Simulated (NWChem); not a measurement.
Species: C3H9ClGe; SMILES [CH3][Ge]([CH3])([CH3])[Cl]

Computed with NWChem. All runs use the structure optimised with PBE0/def2-SVP. Level r2SCAN/def2-SVP: energy and gradient on several grids; changes count from the extra-fine grid, which is no exact limit either.

| grid | size of the energy change (μHa) | largest change of a gradient component (μHa/bohr) | time, medium = 1 (rough) |
|---|---|---|---|
| xcoarse | 3000 | 2000 | about 1 |
| coarse | 30 | 300 | about 1 |
| medium | 50 | 90 | about 1 |
| fine | < 10 | < 30 | about 1 |
| xfine | < 10 | < 30 | 2 |
